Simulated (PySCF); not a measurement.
## Worked example: chemical shift, span and skew from a shielding tensor

C₄H₆F₂, SMILES FC(=C(C)C)F. Atoms are numbered in the order given.

```xyz
12

C      0.0000     1.2856    -1.4013
C      0.0000     0.0000    -0.6347
C      0.0000    -1.2856    -1.4013
C      0.0000     0.0000     0.6961
F      0.0000    -1.0782     1.4530
F      0.0000     1.0782     1.4530
H      0.8856     1.3476    -2.0558
H      0.0000     2.1630    -0.7419
H     -0.8856     1.3476    -2.0558
H      0.0000    -2.1630    -0.7419
H     -0.8856    -1.3476    -2.0558
H      0.8856    -1.3476    -2.0558
```

Geometry: PBE0-D3(BJ)/def2-SVP.

GIAO shieldings from PySCF with PBE/pcSseg-1, non-relativistic, no solvent. The symmetric part of the tensor of C2 has the principal values 42.3, 97.9, 152.2 ppm. The same nucleus in TMS has σ = 182.0 ppm at this level (PySCF, at its B3LYP-D3(BJ)/def2-TZVP geometry).

### Question
Work out the isotropic shielding, the ¹³C shift against TMS, the span and the skew.

### Answer

σ(iso) = (σ11 + σ22 + σ33)/3 = 97.5 ppm. δ = σ(ref) − σ(iso) = 182.0 − (97.5) = 84.5 ppm.
Span Ω = σ33 − σ11 = 109.9 ppm. Skew κ = 3(σ(iso) − σ22)/Ω = -0.01. Tumbling in solution averages the tensor to δ; in a static solid the shielding alone would spread this spin-1/2 line over Ω.
